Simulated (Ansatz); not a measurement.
Calculated with Ansatz (gas phase, PBE0-D4/def2-TZVP geometries, no zero-point term in ΔE). CCSD(T)/CBS is the MP2 limit (def2-TZVPP, def2-QZVPP) plus CCSD(T) − MP2 in def2-TZVPP, frozen cores. DFT in def2-TZVPP. B3LYP here is the variant with VWN-RPA as its local correlation; programs differ in this. Each species was taken in one conformer, which may not be the lowest.

Consider the ligand exchange at a B–C bond: `BCBCC` + `CN[SiH2]N` → `BN(C)[SiH2]N` + `CBCC`.

```
             level  ΔE (kcal/mol)  difference from CCSD(T)/CBS
           PBE0-D4          -29.7                          0.3
          B3LYP-D4          -30.8                         -0.8
            r2SCAN          -30.0                          0.0
              PBE0          -29.0                          1.0
CCSD(T)/def2-TZVPP          -30.9                         -0.9
     HF/def2-QZVPP          -27.7                          2.3
SCS-MP2/def2-QZVPP          -30.0                          0.0
      HF/CBS(def2)          -27.7                          2.3
     MP2/CBS(def2)          -30.1                         -0.1
    CCSD/CBS(def2)          -29.3                          0.7
       CCSD(T)/CBS          -30.0                            0
```

Largest T1 diagnostic among the species: 0.012.

The D4 term adds −1.3 kcal/mol with B3LYP and −0.7 kcal/mol with PBE0; it sums over pairs of atoms, weighted by their polarisabilities, and B3LYP, whose exchange is more repulsive, gets the larger term. In def2-TZVPP, CCSD(T) changes the Hartree–Fock value by −3.0 kcal/mol (the triples alone add −0.7 kcal/mol) and MP2 by −3.1 kcal/mol.
